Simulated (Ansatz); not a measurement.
`C[N](C)[In]([Cl])[Cl]` + H₂S → `[SH][In]([Cl])[Cl]` + `CNC` at 700 K and 1 bar (ligand exchange at the In–N bond).

Calculated with Ansatz (gas phase, PBE0-D4/def2-TZVP geometries, no zero-point term in ΔE). CCSD(T)/CBS is the MP2 limit (def2-TZVPP, def2-QZVPP) plus CCSD(T) − MP2 in def2-TZVPP, frozen cores. This one scheme is used for every species. def2 core potentials past Kr. For In outer-core shells are correlated without core-valence functions, which leaves a few kJ/mol of doubt a bond. Each species was taken in one conformer, which may not be the lowest.

```json
{"species": "`C[N](C)[In]([Cl])[Cl]`", "CCSD(T)/CBS energy (Eh)": "-1243.88764", "H − E (kJ/mol)": "312.7", "S (J/(mol·K))": "558.0"}
{"species": "H₂S", "CCSD(T)/CBS energy (Eh)": "-398.97279", "H − E (kJ/mol)": "64.8", "S (J/(mol·K))": "236.9"}
{"species": "`[SH][In]([Cl])[Cl]`", "CCSD(T)/CBS energy (Eh)": "-1507.88474", "H − E (kJ/mol)": "88.1", "S (J/(mol·K))": "446.1"}
{"species": "`CNC`", "CCSD(T)/CBS energy (Eh)": "-135.00321", "H − E (kJ/mol)": "296.9", "S (J/(mol·K))": "352.4"}
```

H − E and S are ideal-gas, rigid-rotor, harmonic terms from PBE0-D4/def2-TZVP, for one conformer and one mirror image of each species. 1 Eh = 2625.50 kJ/mol, R = 8.31446 J/(mol·K).

Q: By hand: ΔE, ΔH, ΔS and ΔG.

A: ΔE = (-1507.88474) + (-135.00321) − (-1243.88764) − (-398.97279) = -0.02752 Eh = -72.3 kJ/mol. Δ(H − E) = 88.1 + 296.9 − 312.7 − 64.8 = 7.5, so ΔH = -64.8 kJ/mol. ΔS = 446.1 + 352.4 − 558.0 − 236.9 = 3.6 J/(mol·K). ΔG = -64.8 − 700 × (3.6)/1000 = -67.3 kJ/mol.

Q: By hand: the equilibrium constant, and the temperature at which ΔG would vanish if ΔH and ΔS stayed fixed.

A: log₁₀ K = −ΔG/(RT ln 10) = 5.0. ΔH and −TΔS have one sign here, so there is no such temperature.

The number of gas molecules stays the same, so ΔS is small and ΔH decides. A doubt of 5 kJ/mol in ΔE shifts log₁₀ K by 0.4 here. Other conformers and mirror images would add mixing entropy, several J/(mol·K) or more a flexible species. Modes under 60 cm⁻¹, often nearly free rotors, make the harmonic entropy too high. These are equilibria of isolated gas molecules and say nothing of rates. Largest T1 diagnostic: 0.014 (customary marks: 0.02 for closed shells, 0.045 for open ones).

ΔS is within the doubt of such terms, so its sign, and with it that verdict, could turn.
